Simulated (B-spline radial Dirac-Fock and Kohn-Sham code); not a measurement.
# Levels of muonic ⁶⁴Zn

Nucleus: ⁶⁴Zn, Gaussian distribution, rms radius 3.9283 fm (measured, Angeli and Marinova 2013).

Input file task.json (cfg lists n, l and occupation; rrms is the nuclear radius in fm):

```json
{"items": [{
  "Z": 30,
  "q": 0,
  "cfg": [[1, 0, 2], [2, 0, 2], [2, 1, 6], [3, 0, 2], [3, 1, 6], [3, 2, 10], [4, 0, 2]],
  "A": 64,
  "rrms": 3.9283,
  "do": "muonic",
  "nuclei": [[64, 63.929142, 3.9283, "measured", "gauss"]]
}]}
```

Run with: `python xray2_run.py task.json out`

Method: the Dirac equation of a negative muon with reduced mass in the field of a spherical finite nucleus, with the Uehling potential to all orders; nuclear polarisation, deformation, hyperfine structure, self-energy, higher-order vacuum polarisation, relativistic recoil and electron screening are left out. Computed with a radial atomic solver.

| level | binding (keV) | point nucleus, no QED (keV) | vacuum polarisation (keV) | ⟨r⟩ (fm) |
| --- | --- | --- | --- | --- |
| 1s1/2 | 2243 | 2558 | 15.600 | 14.4 |
| 2s1/2 | 599.9 | 641.6 | 2.703 | 53.9 |
| 2p1/2 | 643.1 | 641.6 | 2.760 | 41.8 |
| 2p3/2 | 635.9 | 633.8 | 2.654 | 42.4 |
| 3s1/2 | 271.7 | 284.3 | 0.841 | 119.1 |
| 3p1/2 | 284.7 | 284.3 | 0.815 | 105.2 |
| 3p3/2 | 282.6 | 282.0 | 0.787 | 106.1 |
| 3d3/2 | 282.6 | 282.0 | 0.620 | 89.0 |
| 3d5/2 | 281.8 | 281.2 | 0.613 | 89.4 |
| 4d3/2 | 158.8 | 158.6 | 0.242 | 178.3 |
| 4d5/2 | 158.5 | 158.2 | 0.240 | 178.8 |
| 4f5/2 | 158.4 | 158.2 | 0.178 | 153.2 |
| 4f7/2 | 158.3 | 158.1 | 0.178 | 153.4 |
| 5f5/2 | 101.4 | 101.3 | 0.083 | 268.3 |
| 5f7/2 | 101.3 | 101.2 | 0.082 | 268.6 |
| 5g7/2 | 101.3 | 101.2 | 0.057 | 234.5 |
| 5g9/2 | 101.2 | 101.1 | 0.057 | 234.6 |
| 6g7/2 | 70.31 | 70.28 | 0.030 | 375.3 |
| 6g9/2 | 70.28 | 70.25 | 0.030 | 375.5 |
| 6h9/2 | 70.27 | 70.25 | 0.019 | 332.8 |
| 6h11/2 | 70.25 | 70.23 | 0.019 | 333.0 |

Task: By how much does the finite nuclear size lower the 1s binding energy?

Result: By 330.9 keV, 12.93 % of the point-nucleus value (point value plus vacuum polarisation less the binding energy). The 1s orbit has ⟨r⟩ = 14.4 fm.
